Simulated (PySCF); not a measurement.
Gas-phase reaction: 4 In(CH3)3 ⇌ 4 InH3 + 3 C3H7 (n-propyl) + C3H3 (propargyl)

Energies from PySCF, thermal terms from the rigid-rotor harmonic-oscillator model, ideal gas at 1 bar. † marks an energy on the PBE0/def2-TZVP geometry and frequencies; other levels use their own. MP2 and CCSD(T) freeze the core. Open shells (unrestricted): C3H7 (n-propyl) (multiplicity 2), C3H3 (propargyl) (multiplicity 2); the rest are closed-shell singlets. In: scalar-relativistic def2 core potential, no spin-orbit coupling. No R ln 2 is added for the mirror-image form of C3H7 (n-propyl). Methyl groups turn as free rotors in In(CH3)3. InH3: computed as isolated molecules; such fragments, hydroxides, amides, oligomers or adducts are transient or little studied in the gas. MP2 isn't extrapolated to the basis-set limit; its ΔH°(298 K) is 1119.2 kJ in def2-SVP and 1302.9 kJ in def2-TZVPP. CCSD(T) isn't extrapolated to the basis-set limit. The harmonic model lacks anharmonicity and excited electronic states, which grow with temperature; levels with a mode under 35 cm⁻¹ are left out. Internal rotation in C3H7 (n-propyl) is treated as a harmonic vibration of one conformer, which makes the entropy rough. Soft modes under 120 cm⁻¹ make the harmonic entropy rough for In(CH3)3. Warning, large T1 diagnostic: C3H3 (propargyl) (CCSD(T)/def2-SVP†). Warning, spin contamination: C3H3 (propargyl) (CCSD(T)/def2-SVP†, MP2/def2-SVP†, MP2/def2-TZVPP†).

```
level               ΔE electronic, kJ  ΔH°(298 K), kJ  ΔS°(298 K), J/K  ΔG°(600 K), kJ
------------------  -----------------  --------------  ---------------  --------------
BLYP/def2-TZVP†                  1113             999              551             666
CCSD(T)/def2-SVP†                1116            1002              551             669
M06-2X/def2-TZVP†                1292            1178              551             845
MP2/def2-SVP†                    1234            1119              551             787
MP2/def2-TZVPP†                  1418            1303              551             971
PBE0/def2-SVP†                   1146            1031              551             699
PBE0/def2-TZVP                   1197            1082              551             750
LDA/def2-TZVP†                   1332            1218              551             885
ωB97M-V/def2-TZVP†               1228            1113              551             781
```
ΔH° is lowest at BLYP/def2-TZVP† and highest at MP2/def2-TZVPP†. No reference value is set beside these.
